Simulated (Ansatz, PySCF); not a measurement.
Process, species as SMILES: C1CCCSCC1 + 6 C (CH4) + S (H2S) → 5 CC (C2H6) + 2 CS (CH4S)
Structures are relaxed separately at B3LYP-D3(BJ)/def2-TZVP in Ansatz (an electronic-structure program), one conformer each, not searched for the lowest. Frequencies are from Ansatz or PySCF.
Geometry of the first species:
```xyz
19

C     -0.1601    -1.7656     0.0728
C      0.8862    -1.2630    -0.9351
C      1.7815    -0.1335    -0.4123
C      1.1247     1.2326    -0.2499
S     -0.2944     1.3242     0.8900
C     -1.5291     0.4367    -0.1122
C     -1.5335    -1.0875     0.0226
H      0.2514    -1.6574     1.0786
H     -0.3187    -2.8366    -0.0764
H      0.4020    -0.9564    -1.8687
H      1.5399    -2.0974    -1.2004
H      2.6260    -0.0068    -1.0990
H      2.2053    -0.4402     0.5481
H      1.8482     1.9468     0.1468
H      0.7907     1.6171    -1.2172
H     -2.4999     0.8398     0.1779
H     -1.3621     0.7374    -1.1481
H     -2.1066    -1.4864    -0.8218
H     -2.0840    -1.3657     0.9248
```
Charge 0, spin multiplicity 1.

Property: bond separation energy (enthalpy at 298 K, with B3LYP-D3(BJ) rigid-rotor harmonic-oscillator terms), in eV. Correlated levels leave the core frozen unless marked. No spin-orbit coupling. Non-relativistic. CBS marks a two-point X^-3 extrapolation of the correlation energy; Hartree-Fock from the larger set. The bracket is a focal-point correction in the basis named.

| level | program | bond separation energy (eV) |
|---|---|---|
| wB97X-V/def2-TZVPD | Ansatz | 0.56 |
| B2GP-PLYP-D3(BJ)/def2-TZVPD | Ansatz + dftd3 | [?] |
| CCSD/aug-cc-pV(D+d)Z | Ansatz | [?] |
| RI-MP2/CBS(cc-pV(T+d)Z,cc-pV(Q+d)Z)+[CCSD(T)-MP2]/cc-pV(T+d)Z | Ansatz | 0.67 |

Task: Complete the blanks.

Result: 
- B2GP-PLYP-D3(BJ)/def2-TZVPD, bond separation energy (eV): 0.64
- CCSD/aug-cc-pV(D+d)Z, bond separation energy (eV): 0.65
